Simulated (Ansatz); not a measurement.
`CC(C)[SiH]` → `[CH2]` (triplet) + `CC[SiH]` at 600 K and 1 bar (formal loss of a carbene).

Isolated molecules relaxed with PBE0-D4/def2-TZVP in Ansatz; ΔE leaves out vibrations. CCSD(T)/CBS is the MP2 limit (def2-TZVPP, def2-QZVPP) plus CCSD(T) − MP2 in def2-TZVPP, frozen cores. This one scheme is used for every species. Triplets are unrestricted, without spin–orbit coupling.

```
          species  CCSD(T)/CBS energy (Eh)  H − E (kJ/mol)  S (J/(mol·K))
     `CC(C)[SiH]`               -407.98328           318.5          394.4
`[CH2]` (triplet)                -39.09499            66.5          220.8
        `CC[SiH]`               -368.72354           231.4          358.5
```

H − E and S are ideal-gas, rigid-rotor, harmonic terms from PBE0-D4/def2-TZVP, for one conformer and one mirror image of each species, with the whole ground term of open shells counted as degenerate. 1 Eh = 2625.50 kJ/mol, R = 8.31446 J/(mol·K).

By hand: ΔE, ΔH, ΔS and ΔG.

ΔE = (-39.09499) + (-368.72354) − (-407.98328) = 0.16475 Eh = 432.6 kJ/mol. Δ(H − E) = 66.5 + 231.4 − 318.5 = -20.6, so ΔH = 412.0 kJ/mol. ΔS = 220.8 + 358.5 − 394.4 = 184.9 J/(mol·K). ΔG = 412.0 − 600 × (184.9)/1000 = 301.1 kJ/mol.

By hand: the equilibrium constant, and the temperature at which ΔG would vanish if ΔH and ΔS stayed fixed.

log₁₀ K = −ΔG/(RT ln 10) = -26.2. ΔG = 0 at ΔH/ΔS = 2228 K.

The number of gas molecules changes by +1, which sets the sign of ΔS. A doubt of 5 kJ/mol in ΔE shifts log₁₀ K by 0.4 here. Other conformers and mirror images would add mixing entropy, several J/(mol·K) or more a flexible species. A triplet takes part, so the spin changes. These are equilibria of isolated gas molecules and say nothing of rates. Largest T1 diagnostic: 0.012 (customary marks: 0.02 for closed shells, 0.045 for open ones).
